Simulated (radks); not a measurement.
The numbers below are computed, except where a source is named.
Task: The iron ion Fe2+, 24 electrons, occupied as [Ar] 3d4 4p2 (not the ground configuration). Level of theory: scalar-relativistic Kohn-Sham, PBE, spin-polarised, spherical densities, finite nucleus; open shells are filled with parallel spins first; Fermi nuclear charge, rms radius 3.7377 fm (a radial shooting solver on a logarithmic mesh with Libxc functionals). Some entries of the table are withheld. Estimate them.

orbital  occ.  eigenvalue (hartree)  r(max) (bohr)
1s up       1             -258.5412        0.03827
1s down     1             -258.5379        0.03827
2s up       1             -31.56022         0.2225
2s down     1             -31.47228         0.2223
2p up       3             -27.08896         0.1800
2p down     3             -27.02023         0.1798
3s up       1              -4.84222            (1)
3s down     1              -4.64419            (2)
3p up       3              -3.57504         0.7050
3p down     3              -3.37987         0.7070
3d up       4              -1.57956         0.6773
3d down     0              -1.38793         0.6847
4p up       2              -0.72961          2.288

Result: 
(1) 3s up r(max) (bohr): 0.6956
(2) 3s down r(max) (bohr): 0.6969
